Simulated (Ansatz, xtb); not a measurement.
Species: sum formula HSO2 (charge 0, doublet). It need not be the lowest isomer of its formula. 
Geometry from a B3LYP-D3(BJ)/def2-TZVP (Ansatz, a program for electronic structure) optimisation:
```xyz
4

O     -0.5889    -0.8416    -0.8537
S      0.1777    -0.1774     0.1905
O      0.2823     1.2705     0.3001
H     -0.3907    -0.5936     1.3816
```
Charge 0, spin multiplicity 2.

Harmonic wavenumbers from GFN2-xTB (xtb, at its own minimum), cm⁻¹: 461, 688, 845, 1054, 1162, 1496.

Question: Give the harmonic wavenumbers at B3LYP-D3(BJ)/def2-TZVP (Ansatz, finite differences of forces, unscaled).

Answer: 461, 811, 988, 1080, 1287, 2274 cm⁻¹. Zero-point energy 9.9 kcal/mol.

Question: From these and the geometry, give the ideal-gas thermochemistry at 298.15 K and 1 atm (rigid rotor, harmonic oscillator).

Answer: Point group Cs, rotational symmetry number 1. Rotational constants 49.27, 9.443, 8.211 GHz. S(trans) 38.44, S(rot) 21.96, S(vib) 1.16, S(elec, spin only) 1.38, S 62.9 cal/(mol K). H(298) - H(0) 2.63 kcal/mol; G - E(el) -6.3 kcal/mol.
